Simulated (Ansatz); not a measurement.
A nudged elastic band was laid between two geometries of C$_{2}$H$_{5}$BSe (9 atoms, charge 0, multiplicity 1).

All numbers below come from RKS B3LYP-D4/def2-SVP (Ansatz).

```yaml
movable_images: 9
climbing_image: yes
spring: 5.0 eV/Å²
optimiser: fire
start_path: through a guess of the saddle point
force_threshold: 0.05 eV/Å
iteration_limit: 60
end_points: relaxed
largest_step: 0.02 Å
```

First end point:

```xyz
9
Properties=species:S:1:pos:R:3
B 0.194 2.094 -0.718
Se -0.111 0.304 -1.282
C -0.020 -0.650 0.380
C -0.194 -1.970 0.465
H 0.376 2.343 0.443
H 0.190 2.929 -1.582
H 0.188 -0.027 1.255
H -0.133 -2.476 1.433
H -0.402 -2.592 -0.411
```

Last end point:

```xyz
9
Properties=species:S:1:pos:R:3
B 0.091 1.723 -0.846
Se 1.178 1.007 0.542
C 0.325 -0.663 0.992
C -0.320 -1.474 0.154
H 0.468 2.770 -1.300
H -0.903 1.161 -1.219
H 0.452 -0.919 2.049
H -0.765 -2.404 0.522
H -0.438 -1.248 -0.910
```

(1) What changes between the two ends?

(2) What energy profile does the band end with?

Results:

(1) No bond is made or broken.

(2) The run ended unconverged. The highest image is number 5 of 0 to 10, 23.2 kcal/mol above the first end and 21.5 kcal/mol above the last; the last end lies 1.6 kcal/mol above the first. The band didn't meet its force threshold, so its energies are provisional: the largest band force was still 0.26 eV/Å, and over the last iterations the top stayed at 1.01 eV.

| image | path coordinate (Å) | energy (kcal/mol) |
| --- | --- | --- |
| 0 | 0.00 | 0.0 |
| 1 | 0.69 | 1.4 |
| 2 | 1.37 | 5.2 |
| 3 | 2.03 | 10.7 |
| 4 | 2.66 | 17.9 |
| 5 | 3.28 | 23.2 |
| 6 | 3.72 | 21.0 |
| 7 | 4.16 | 14.1 |
| 8 | 4.62 | 7.2 |
| 9 | 5.07 | 3.0 |
| 10 | 5.52 | 1.6 |

Time of the run: 21 min on 2 threads of Arm Neoverse V1, with other jobs on the host, peak memory 0.24 GiB.
